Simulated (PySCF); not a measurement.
Numbering as in the mapped SMILES `[CH3:1][c:2]1[cH:3][cH:4][c:5]([Cl:6])[cH:7][cH:8]1`. Each H is labelled by its parent atom.

Geometry: PBE0-D3(BJ)/def2-SVP; GIAO absolute shieldings from PySCF 2.14.0 with density-fitted response routines, gas phase, non-relativistic, averaged over equivalent atoms.

At PBE0/pcSseg-1 (178 basis functions, 22 s wall time on 1 thread of an Arm Neoverse V2, shared host):
```
      atoms  σ (ppm)
         C5     41.7
         C2     43.6
      C3/C8     48.9
      C4/C7     49.9
         C1    161.8
        Cl6    716.3
H(C4)/H(C7)    23.94
H(C3)/H(C8)    24.05
      H(C1)    28.92
```

Q: What do these become at wB97X-D/pcSseg-1?

A: 
```csv
atoms,σ at wB97X-D/pcSseg-1,change
C5,41.2,-0.5
C2,42.0,-1.6
C3/C8,48.1,-0.8
C4/C7,48.6,-1.3
C1,162.2,+0.4
Cl6,726.0,+9.7
H(C4)/H(C7),24.02,+0.08
H(C3)/H(C8),24.14,+0.09
H(C1),29.06,+0.14
```

The largest change is at Cl6 (chlorine bonded to C). Cost: 178 basis functions, 26 s wall time on 1 thread of an Arm Neoverse V2, shared host. The order of the carbon signals is the same at both levels.

Carbons that carry Cl, above all several Cl atoms, come out too deshielded, partly because spin–orbit coupling is missing.
